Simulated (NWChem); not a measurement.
System: C₃H₆BF; SMILES FB1CCC1

The following NWChem deck was run.

```
start job
memory heap 200 mb stack 900 mb global 1100 mb
geometry units angstroms noautosym nocenter noautoz
  F      0.155332    -1.936488     0.000000
  B     -0.035747    -0.623285    -0.000000
  C     -0.104449     0.455563     1.153671
  C      0.140751     1.494210     0.000000
  C     -0.104449     0.455563    -1.153671
  H      0.621984     0.437091     1.973405
  H     -1.103739     0.560111     1.596400
  H      1.172741     1.858744     0.000000
  H     -0.527908     2.360774    -0.000000
  H      0.621984     0.437091    -1.973405
  H     -1.103739     0.560111    -1.596400
end
basis spherical
  F library 6-31g*
  B library 6-31g*
  C library 6-31g*
  H library 6-31g*
end
dft
  xc hfexch
  iterations 150
  mulliken
end
task dft energy
esp
  recalculate
  probe 0.07
  range 0.3
  factor 1.0
  spacing 0.02
end
task esp
```

Parts of the log:

```
             Northwest Computational Chemistry Package (NWChem) 7.3.0
             --------------------------------------------------------

                             Geometry "geometry" -> ""
                             -------------------------

 Output coordinates in angstroms (scale by  1.889725989 to convert to a.u.)

  No.       Tag          Charge          X              Y              Z
 ---- ---------------- ---------- -------------- -------------- --------------
    1 F                    9.0000     0.15533200    -1.93648800     0.00000000
    2 B                    5.0000    -0.03574700    -0.62328500     0.00000000
    3 C                    6.0000    -0.10444900     0.45556300     1.15367100
    4 C                    6.0000     0.14075100     1.49421000     0.00000000
    5 C                    6.0000    -0.10444900     0.45556300    -1.15367100
    6 H                    1.0000     0.62198400     0.43709100     1.97340500
    7 H                    1.0000    -1.10373900     0.56011100     1.59640000
    8 H                    1.0000     1.17274100     1.85874400     0.00000000
    9 H                    1.0000    -0.52790800     2.36077400     0.00000000
   10 H                    1.0000     0.62198400     0.43709100    -1.97340500
   11 H                    1.0000    -1.10373900     0.56011100    -1.59640000

 Effective nuclear repulsion energy (a.u.)     158.3323312376

  xc_inp: hfexch multiplicative factor not found.

                                 NWChem DFT Module
                                 -----------------

 Summary of "ao basis" -> "ao basis" (spherical)
 ------------------------------------------------------------------------------
       Tag                 Description            Shells   Functions and Types
 ---------------- ------------------------------  ------  ---------------------
 F                           6-31g*                  6       14   3s2p1d
 B                           6-31g*                  6       14   3s2p1d
 C                           6-31g*                  6       14   3s2p1d
 H                           6-31g*                  2        2   2s

            General Information
            -------------------
          SCF calculation type: DFT
          Wavefunction type:  closed shell.
          No. of atoms     :    11
          No. of electrons :    38
           Alpha electrons :    19
            Beta electrons :    19
          Charge           :     0
          Spin multiplicity:     1
          Use of symmetry is: off; symmetry adaption is: off
          Maximum number of iterations: 150
          AO basis - number of functions:    82
                     number of shells:    42
          Convergence on energy requested:  1.00D-06
          Convergence on density requested:  1.00D-05
          Convergence on gradient requested:  5.00D-04

              XC Information
              --------------
                     Hartree-Fock (Exact) Exchange  1.000

      Superposition of Atomic Density Guess
      -------------------------------------

 Sum of atomic energies:        -239.86857820

      Non-variational initial energy
      ------------------------------

 Total energy =    -242.680608
 1-e energy   =    -640.147959
 2-e energy   =     239.135020
 HOMO         =      -0.316026
 LUMO         =       0.042126

     ---------------------------------------------
      Total Density - Mulliken Population Analysis
     ---------------------------------------------

    Atom       Charge   Shell Charges
 -----------   ------   -------------------------------------------------------
    1 F    9     9.46   2.00  0.95  3.45  0.98  2.08  0.01
    2 B    5     4.10   2.00  0.57  0.94  0.37  0.13  0.10
    3 C    6     6.72   2.00  0.73  2.05  0.67  1.25  0.03
    4 C    6     6.42   2.00  0.71  1.92  0.66  1.09  0.04
    5 C    6     6.72   2.00  0.73  2.05  0.67  1.25  0.03
    6 H    1     0.76   0.46  0.30
    7 H    1     0.75   0.46  0.30
    8 H    1     0.78   0.47  0.30
    9 H    1     0.78   0.47  0.30
   10 H    1     0.76   0.46  0.30
   11 H    1     0.75   0.46  0.30

   convergence    iter        energy       DeltaE   RMS-Dens  Diis-err
 ---------------- ----- ----------------- --------- --------- ---------
 d= 0,ls=0.0,diis     1   -241.1880891230 -4.00D+02  5.58D-03  4.21D-01
 d= 0,ls=0.0,diis     2   -241.2434689785 -5.54D-02  1.94D-03  7.63D-02
 d= 0,ls=0.0,diis     3   -241.2506675014 -7.20D-03  8.05D-04  7.67D-03
 d= 0,ls=0.0,diis     4   -241.2517284459 -1.06D-03  1.94D-04  1.87D-04
 d= 0,ls=0.0,diis     5   -241.2517666439 -3.82D-05  7.38D-05  1.69D-05
  Resetting Diis
 d= 0,ls=0.0,diis     6   -241.2517706138 -3.97D-06  1.70D-05  8.03D-07
 d= 0,ls=0.0,diis     7   -241.2517708419 -2.28D-07  3.23D-06  5.66D-08

         Total DFT energy =     -241.251770841923
      One electron energy =     -643.813110464345
           Coulomb energy =      275.995382782649
    Exchange-Corr. energy =      -31.766374397825
 Nuclear repulsion energy =      158.332331237598

 Numeric. integr. density =        0.000000000000

                       DFT Final Molecular Orbital Analysis
                       ------------------------------------

 Vector   17  Occ=2.000000D+00  E=-4.648640D-01
              MO Center=  2.4D-02,  8.5D-01,  2.2D-13, r^2= 2.2D+00
   Bfn.  Coefficient  Atom+Function         Bfn.  Coefficient  Atom+Function
  ----- ------------  ---------------      ----- ------------  ---------------
    47      0.392677   4 C  pz               32      0.222841   3 C  py
    60     -0.222841   5 C  py               51      0.221290   4 C  pz
    33     -0.204937   3 C  pz               61     -0.204937   5 C  pz
    36      0.137650   3 C  py               64     -0.137650   5 C  py
    37     -0.119556   3 C  pz               65     -0.119556   5 C  pz

 Vector   18  Occ=2.000000D+00  E=-4.452097D-01
              MO Center= -6.0D-02,  7.4D-01,  8.4D-14, r^2= 2.4D+00
   Bfn.  Coefficient  Atom+Function         Bfn.  Coefficient  Atom+Function
  ----- ------------  ---------------      ----- ------------  ---------------
    46      0.336322   4 C  py               32     -0.273180   3 C  py
    60     -0.273180   5 C  py               50      0.216006   4 C  py
    20      0.210632   2 B  s                36     -0.175590   3 C  py
    64     -0.175590   5 C  py               18      0.166180   2 B  py
    16      0.163344   2 B  s                77      0.160332   9 H  s

 Vector   19  Occ=2.000000D+00  E=-4.257536D-01
              MO Center= -5.8D-02,  3.2D-04, -3.1D-13, r^2= 2.4D+00
   Bfn.  Coefficient  Atom+Function         Bfn.  Coefficient  Atom+Function
  ----- ------------  ---------------      ----- ------------  ---------------
    19      0.348897   2 B  pz               33     -0.252121   3 C  pz
    61     -0.252121   5 C  pz               32     -0.210804   3 C  py
    60      0.210804   5 C  py                5     -0.196765   1 F  pz
    34      0.179286   3 C  s                62     -0.179286   5 C  s
    37     -0.176227   3 C  pz               65     -0.176227   5 C  pz

 Vector   20  Occ=0.000000D+00  E= 1.465271D-01
              MO Center= -1.1D-01, -2.3D-01,  1.8D-13, r^2= 3.1D+00
   Bfn.  Coefficient  Atom+Function         Bfn.  Coefficient  Atom+Function
  ----- ------------  ---------------      ----- ------------  ---------------
    21      0.609146   2 B  px               74      0.419822   7 H  s
    82      0.419822  11 H  s                17      0.391944   2 B  px
    78      0.360183   9 H  s                72     -0.338851   6 H  s
    80     -0.338851  10 H  s                 7     -0.225724   1 F  px
    48     -0.186172   4 C  s                 3     -0.181781   1 F  px

[...]

                     NWChem Electrostatic Potential Fit Module
                     -----------------------------------------

 Atom parameters

 Number of atoms is                                   11
 Number of basis functions is                         82

 Grid parameters

 Maximum number of grid points is                  41510
 Number of grid points is                          41509
 Grid range                                     0.300000 nm
 Grid spacing                                   0.020000 nm
 Probe radius                                   0.070000 nm
 Atom radius factor                             1.000000

 Atomic radii

    1    0.100000
    5    0.158000
    6    0.147000
    9    0.128000
 FASTESP  F
  using M.O. file = ./job.movecs

    Atom              Coordinates                           Charge

                                                  ESP

    1 F     0.015533   -0.193649    0.000000   -0.376654
    2 B    -0.003575   -0.062329    0.000000    0.706856
    3 C    -0.010445    0.045556    0.115367   -0.399329
    4 C     0.014075    0.149421    0.000000    0.249848
    5 C    -0.010445    0.045556   -0.115367   -0.400794
    6 H     0.062198    0.043709    0.197341    0.071906
    7 H    -0.110374    0.056011    0.159640    0.078599
    8 H     0.117274    0.185874    0.000000   -0.031380
    9 H    -0.052791    0.236077    0.000000   -0.050630
   10 H     0.062198    0.043709   -0.197341    0.072362
   11 H    -0.110374    0.056011   -0.159640    0.079215
                                            ------------
                                                0.000000

 Dipole moment                                  0.524766

 Quadrupole moment Qxx                          5.312118
                   Qyy                         -7.672614
                   Qzz                          2.360496

 RMS deviation kJ/mol                           0.052569

 RRMS %                                        37.647105
```

Level: Hartree-Fock/6-31G* (spherical d). Structure relaxed at the B3LYP/6-31G* (spherical d) level.
